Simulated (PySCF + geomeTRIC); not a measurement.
Species: C4H7B, SMILES `B/C=C\C=C` (charge 0, multiplicity 1).

Give a relaxed geometry from PySCF + geomeTRIC with B3LYP-D3(BJ)/def2-TZVP.

Several could match; the one computed here: the end point of this relaxation, one of several conformers (outside a Z-matrix the atoms follow the SMILES, hydrogens last).
Z-matrix (Å, degrees):
```
C
C 1 1.3572
H 2 1.0870 1 115.22
H 1 1.0891 2 118.82 3 0.00
C 1 1.4458 4 114.30 2 180.00
C 5 1.3366 1 122.37 4 0.01
H 6 1.0817 5 121.75 1 179.99
H 5 1.0825 6 119.94 7 0.00
H 6 1.0840 7 116.93 5 180.00
B 2 1.5288 3 118.90 1 -179.98
H 10 1.1924 2 121.75 3 -179.99
H 10 1.1927 11 118.18 8 179.97
```
